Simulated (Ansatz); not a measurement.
Cost and result for the atomization energy of CH₄AlBO (8 atoms, 7 bonds).

```csv
atom,x (Å),y (Å),z (Å)
B1,0.018,0.331,0.814
C2,-0.038,-1.107,1.120
O3,-0.097,-2.231,1.288
Al4,-0.048,0.394,-1.308
H5,1.137,0.746,1.010
H6,-0.905,0.929,1.297
H7,0.312,-0.852,-2.229
H8,-0.379,1.790,-1.991
```

Total charge 0; spin multiplicity 1. The bonds changed during the relaxation, so this is another structure than the one it started from. Geometry: relaxed with PBE0-D4/def2-TZVP. Program: Ansatz. All runs use 2 threads of an Arm Neoverse V1 on a shared host. Times are those of one run each, without the atoms' runs, and a repeat can differ threefold. Electronic energies, without spin–orbit coupling; frozen cores. CCSD(T)/CBS adds CCSD(T) − MP2 in def2-TZVPP to the MP2 limit, and its time is that of the two runs behind it. T1 = 0.017. B3LYP takes the VWN-RPA correlation (the form of Gaussian; ORCA's B3LYP/G). HSE06 is the plane-wave form, built on full-range PBE exchange.

CCSD(T)/CBS is a level of theory with its own doubt, some kJ/mol a heavy atom from the limit and from the frozen cores, so smaller differences don't rank the functionals.

```tsv
level	functions	wall time	atomization (kJ/mol)	difference from CCSD(T)/CBS	per bond
CCSD(T)/def2-SVP	80	2.1 s	2687.4	-119.7	-17.1
revPBE-D4/def2-TZVPP	191	2.2 s	2835.5	28.4	4.1
BLYP-D4/def2-TZVPP	191	2.2 s	2845.9	38.8	5.5
PBE-D4/def2-TZVPP (with forces)	191	2.6 s	2906.4	99.3	14.2
HSE06-D4/def2-TZVPP	191	3.1 s	2834.4	27.3	3.9
B3LYP-D4/def2-TZVPP (with forces)	191	3.8 s	2830.9	23.8	3.4
r2SCAN-D4/def2-TZVPP (with forces)	191	5.5 s	2864.6	57.5	8.2
r2SCANh-D4/def2-TZVPP	191	5.5 s	2836.2	29.1	4.2
B2PLYP/def2-TZVPP	191	5.5 s	2801.6	-5.5	-0.8
B97M-V/def2-TZVPP	191	9 s	2876.3	69.2	9.9
MP2/def2-QZVPP	361	18 s	2846.6	39.5	5.6
CCSD(T)/def2-TZVPP	191	48 s	2741.5	-65.6	-9.4
CCSD(T)/CBS(def2)	–	65 s	2807.1	0.0	0.0
```

Leaving LDA and LC-ωPBE aside and taking each functional with its dispersion term where it has one, the values, not all of them listed here, spread over 182.0 kJ/mol, from BHLYP-D4 to PBE-D4. LDA lies +353.6 kJ/mol from PBE without D4, its usual overbinding. From PBE to PBE0 (25 % exact exchange), in def2-TZVPP and without D4, the atomization energy moves by −72.6 kJ/mol: exact exchange takes away binding that semilocal exchange gives to molecules. At CCSD(T), def2-SVP lies −119.7 kJ/mol from the extrapolated value and def2-TZVPP −65.6 kJ/mol: correlation converges slowly with the basis, and small sets miss more of it in the bonded molecule than in its fragments.
